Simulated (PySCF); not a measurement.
Input of a run (PBE0-D3(BJ)/def2-SVP geometry optimisation, gas phase (PySCF 2.14.0)), started from GFN2-xTB:
```
{"job": {"xc": "PBE0", "basis": "def2-SVP", "d3": "d3bj", "grid": 1, "shake": 0.01, "kind": "geom"}, "charge": -1, "multiplicity": 1}
C     -2.208060     2.555490    -0.816480
C     -1.711610     1.384940    -1.078940
C     -1.012480     0.561990    -0.113590
C      0.223970    -0.273190    -0.558990
C      1.377500    -0.379740     0.324870
C      2.656400    -0.936640    -0.200250
C      2.568490     0.524220     0.089950
C     -1.062800    -0.926070    -0.161720
S     -1.127740    -1.768040     1.482590
O     -0.190300    -2.885370     1.340340
O     -2.526730    -2.194010     1.601540
O     -0.707970    -0.770910     2.453040
H     -2.185200     3.034410     0.148910
H     -2.770070     3.155370    -1.562260
H     -1.802930     0.955410    -2.071520
H     -0.928280     0.975390     0.908400
H      0.430790    -0.224890    -1.620250
H      1.101080    -0.595240     1.362920
H      3.254330    -1.566440     0.458310
H      2.661620    -1.248090    -1.227360
H      2.495340     1.205860    -0.760520
H      3.100970     0.905050     0.929620
H     -1.698160    -1.411990    -0.905630
```

Output (energies in Eh, forces in Eh/bohr):
```
step   0  E = -934.01605252  max force = 0.054786
step   1  E = -934.02595767  max force = 0.009822
step   2  E = -934.02625222  max force = 0.003531
step   3  E = -934.02638392  max force = 0.002476
step   4  E = -934.02648031  max force = 0.002623
step   5  E = -934.02654673  max force = 0.000629
step   6  E = -934.02656771  max force = 0.001091
step   7  E = -934.02638107  max force = 0.004092
step   8  E = -934.02656004  max force = 0.002377
step   9  E = -934.02656301  max force = 0.001873
step  10  E = -934.02659019  max force = 0.000714
step  11  E = -934.02658545  max force = 0.001158
step  12  E = -934.02659075  max force = 0.000730
step  13  E = -934.02659466  max force = 0.000386
optimisation converged
```

Question: Summarise the run.

Answer: The energy falls by 27.7 kJ/mol over 14 energy and gradient evaluations, the largest force component goes from 0.0548 to 3.9e-04 Eh/bohr, and the atoms move by 0.135 Å rms after alignment. The bond that changes most is C1=C2 (terminal =CH2 carbon to alkene CH carbon), which lengthens by 0.040 Å. Bonds longer at the end by more than 0.005 Å: 14 of 24; shorter: 6. Among the angles that change most is H13–C1–H14, from 111.9° to 117.5°. Among the dihedrals that turn most is H23–C8–S9–O11, from -37° to -48°. The energy rose by more than 1e-6 Eh at steps 7 and 11. The first step brought 94 % of the lowering.

Question: What are the final bond lengths?

Answer: C1=C2 1.338 Å, C2–C3 1.466 Å, C3–C4 1.520 Å, C4–C5 1.493 Å, C5–C6 1.497 Å, C6–C7 1.504 Å, C4–C8 1.490 Å, C8–S9 1.812 Å, S9=O10 1.475 Å, S9=O11 1.474 Å, S9–O12 1.489 Å, C3–C8 1.506 Å, C5–C7 1.501 Å, C1–H13 1.094 Å, C1–H14 1.093 Å, C2–H15 1.099 Å, C3–H16 1.096 Å, C4–H17 1.099 Å, C5–H18 1.095 Å, C6–H19 1.093 Å, C6–H20 1.095 Å, C7–H21 1.095 Å, C7–H22 1.094 Å, C8–H23 1.094 Å. Numbering counts from 1 in the input's order; the species is `O=S([C@@H]1[C@H](C2CC2)[C@H]1C=C)(=O)[O-]`.

The run used 227 basis functions and 101 SCF cycles in all. On 2 threads of an AMD EPYC 7B13, no GPU, on a shared host, this took 3.9 min wall, 9.8 min CPU and 1.3 GiB of memory at its peak.

No frequency check. The geometry's basis has no diffuse functions, a weakness for an anion.

One conformer stands for the species.
